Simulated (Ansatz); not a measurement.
The first iterations of a band of CH$_{6}$AlFGeO (11 atoms, charge 0, multiplicity 1).

All numbers below come from RKS PBE0/def2-SVP in Ansatz.

* movable images: 5
* climbing image: yes
* spring: 5.0 eV/Å²
* optimiser: quadratic models (default)
* start path: through a guess of the saddle point
* force threshold: 0.03 eV/Å
* iteration limit: 60
* end points: relaxed

Image 0:

```xyz
11
Properties=species:S:1:pos:R:3
C -0.658 0.699 1.867
O 0.206 0.297 0.837
Ge -0.406 -0.205 -0.758
F -1.310 -1.692 -0.505
Al 1.695 -0.700 -2.000
H -1.413 1.433 1.523
H -0.062 1.176 2.661
H -1.196 -0.158 2.310
H -1.502 0.806 -1.179
H 2.199 0.286 -3.139
H 2.512 -1.998 -1.596
```

Image 6:

```xyz
11
Properties=species:S:1:pos:R:3
C -0.658 0.699 1.866
O 0.206 0.303 0.834
Ge -0.407 -0.206 -0.758
F -1.310 -1.692 -0.497
Al 1.694 -0.700 -1.999
H -1.406 1.442 1.529
H -0.061 1.162 2.668
H -1.203 -0.159 2.298
H -1.503 0.803 -1.184
H 2.511 -2.002 -1.605
H 2.200 0.294 -3.132
```

| iteration | highest image above the first end (eV) | largest band force component (eV/Å) |
| --- | --- | --- |
| 1 | 14.698 | 42.915 |
| 2 | 6.328 | 16.383 |
| 3 | 3.735 | 8.746 |
| 4 | 2.541 | 4.923 |
| 5 | 1.930 | 3.259 |

Task: Does the band converge within its limit, and where does its top end?

Result: The run converged. It ended after 17 iterations with the highest image 0.018 eV above the first end. A vibrational analysis at the climbing image gives no mode beyond 40i cm⁻¹: the surface is too flat there to confirm a saddle point.

The run took 4.7 min on 2 threads of AMD EPYC 7B13 (Zen 3), on a shared host, peak memory 0.33 GiB.
